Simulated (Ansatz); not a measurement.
```yaml
crystal:
  periodic: [false, false, false]
  atoms:
    - {symbol: C, position_ang: [2.184773, -1.441441, 1.483017]}
    - {symbol: N, position_ang: [1.277634, -0.348069, 1.512285]}
    - {symbol: C, position_ang: [1.643992, 0.669205, 2.469998]}
    - {symbol: In, position_ang: [-0.186250, 0.031698, 0.110586]}
    - {symbol: N, position_ang: [-1.476643, 1.130486, 0.432065]}
    - {symbol: C, position_ang: [-1.770687, 1.839351, 1.590105]}
    - {symbol: C, position_ang: [-2.252511, 2.034183, -0.710147]}
    - {symbol: N, position_ang: [0.092128, -1.046522, -1.559331]}
    - {symbol: C, position_ang: [-1.030202, -1.331322, -2.619329]}
    - {symbol: C, position_ang: [1.095350, -1.761347, -2.307774]}
    - {symbol: H, position_ang: [2.257827, -1.908627, 2.408729]}
    - {symbol: H, position_ang: [1.769041, -2.350925, 0.812616]}
    - {symbol: H, position_ang: [3.148487, -1.121035, 1.324137]}
    - {symbol: H, position_ang: [1.759480, 0.350832, 3.542263]}
    - {symbol: H, position_ang: [1.074119, 1.366268, 2.553640]}
    - {symbol: H, position_ang: [2.672814, 1.039311, 2.304664]}
    - {symbol: H, position_ang: [-1.548135, 2.641216, 1.824084]}
    - {symbol: H, position_ang: [-2.945997, 1.682645, 1.700997]}
    - {symbol: H, position_ang: [-1.425457, 1.148296, 2.456580]}
    - {symbol: H, position_ang: [-3.139897, 1.913588, -0.521843]}
    - {symbol: H, position_ang: [-1.994816, 3.189973, -0.807834]}
    - {symbol: H, position_ang: [-1.912970, 1.409130, -1.631137]}
    - {symbol: H, position_ang: [-0.901649, -0.736735, -3.584518]}
    - {symbol: H, position_ang: [-1.312468, -2.191096, -2.914036]}
    - {symbol: H, position_ang: [-1.951459, -0.682133, -2.089200]}
    - {symbol: H, position_ang: [1.061249, -2.648833, -2.600714]}
    - {symbol: H, position_ang: [2.119858, -1.591478, -1.569278]}
    - {symbol: H, position_ang: [1.408893, -1.330382, -2.899784]}
basis:
  gaussian: {orbitals: def2-SVP}
magnetization: {spin_polarized: true, initial_magnetization: 0}
hamiltonian: {xc: {name: revPBE}, dispersion: d3bj}
accuracy: high
relax: {f_tol: 0.0001, max_steps: 3}
output: {forces: true}
```

```sh
$ ansatz run in.yaml --threads 4 --pin off --events-out ev --progress --plain --max-ram 63488MiB --backend cuda --devices 0, --max-vram 37GiB
```

Output, abridged:

```
Functional definition: revPBE
6690 factors; integrals over basis functions are off by at most 1.8e-9 eV
mean field evaluation 1: about -16100.0122 eV, gradient 8.3e1 eV
mean field evaluation 2: about -16000.1668 eV, gradient 1.5e2 eV
mean field evaluation 4: about -16133.8633 eV, gradient 1.6e1 eV
mean field evaluation 8: about -16135.0008 eV, gradient 5.7e-1 eV
mean field evaluation 16: about -16134.9909 eV, gradient 8.0e-4 eV
mean field -16134.99087569 eV, -592.9499779920 hartree, gradient 5.9e-8 eV, S^2 0.000000; 0 other end points of the search recorded, 0 dependent functions left out
reference -16134.99088335 eV, -592.9499782736 hartree; 48, 48 occupied and 194, 194 virtual orbitals, 6690 factors
relax step   1: F+E_penalty+E_count = -16136.72333281 eV  Δ(F+E_penalty+E_count) = +0.000e0 eV  max|allowed force component| = 2.507e1 eV/Å  Δτ_max = 0.0000 Å  (39 SCF iters, accepted)
6700 factors; integrals over basis functions are off by at most 2.8e-9 eV
mean field evaluation 32: about -16146.2211 eV, gradient 2.9e-8 eV
mean field -16146.22113235 eV, -593.3626823122 hartree, gradient 1.0e-7 eV, S^2 0.000000; 0 other end points of the search recorded, 0 dependent functions left out
reference -16146.22114013 eV, -593.3626825980 hartree; 48, 48 occupied and 194, 194 virtual orbitals, 6700 factors
relax step   2: F+E_penalty+E_count = -16147.93237609 eV  Δ(F+E_penalty+E_count) = -1.121e1 eV  max|allowed force component| = 4.237e0 eV/Å  Δτ_max = 0.1955 Å  (42 SCF iters, accepted)
6724 factors; integrals over basis functions are off by at most 3.4e-9 eV
mean field -16148.13758837 eV, -593.4331107716 hartree, gradient 7.9e-8 eV, S^2 0.000000; 0 other end points of the search recorded, 0 dependent functions left out
reference -16148.13759622 eV, -593.4331110604 hartree; 48, 48 occupied and 194, 194 virtual orbitals, 6724 factors
relax step   3: F+E_penalty+E_count = -16149.81820062 eV  Δ(F+E_penalty+E_count) = -1.886e0 eV  max|allowed force component| = 7.409e-1 eV/Å  Δτ_max = 0.1994 Å  (42 SCF iters, accepted)
Error: geometry relaxation did not converge after 3 steps: max|allowed force component| = 7.41e-1 eV/Å (threshold 1.0e-4). Raise `relax.max_steps` over both its present limit and 3, loosen `relax.f_tol`, or start from a geometry closer to equilibrium. Where this run's directory can be resumed (`checkpoint.write`), a resume goes on for up to `relax.max_steps` more
```

Task: Something in this input is off. What?

Result: The relaxation is allowed too few steps for its threshold. No converged result was reached.
